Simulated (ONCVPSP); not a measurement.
Configuration tests for Ni (ONCV)

* Element: nickel
* Generator: ONCVPSP 4.0.1
* Type: optimised norm-conserving Vanderbilt (ONCV)
* Functional: PBE
* Relativity: fully relativistic
* Frozen core: [Ne]
* Valence charge: 18
* Reference configuration: 3s2 3p6 3d8 4s1 4p1
* Partial waves: 3s+4s: rc 1.40 bohr, ncon 4, nbas 8, qcut 8 1/bohr, 3 projectors, debl 3.1 Ha; 3p+4p: rc 1.60 bohr, ncon 4, nbas 8, qcut 8.7 1/bohr, 2 projectors; 3d: rc 1.20 bohr, ncon 4, nbas 8, qcut 12.3 1/bohr, 1 projector
* Local potential: polynomial inside 1.15 bohr (lpopt 1, dvloc0 0 Ha)
* Core correction: Teter function, fcfact 3, rcfact 1.05

Open shells are filled in proportion to 2j + 1.

Energies are relative to the spin-unpolarised reference configuration 3s2 3p6 3d8 4s1 4p1; without spin polarisation the order of configurations can differ from experiment.

```
valence configuration  charge  ΔE all-electron (eV)  error AE − PS (meV)
  3s2 3p6 3d8 4s2 4p0       0                -4.595                 -0.1
  3s2 3p6 3d8 4s0 4p0      +2                22.079                 +1.6
```

Problem. What are ΔE and the potential's error for 3s2 3p6 3d7 4s2 4p1?

Solution. ΔE = 5.949 eV all-electron; the error (AE − PS) is +2.4 meV.

Problem. What are ΔE and the potential's error for 3s2 3p6 3d8 4s1 4p0?

Solution. ΔE = 4.728 eV all-electron; the error (AE − PS) is +0.2 meV.
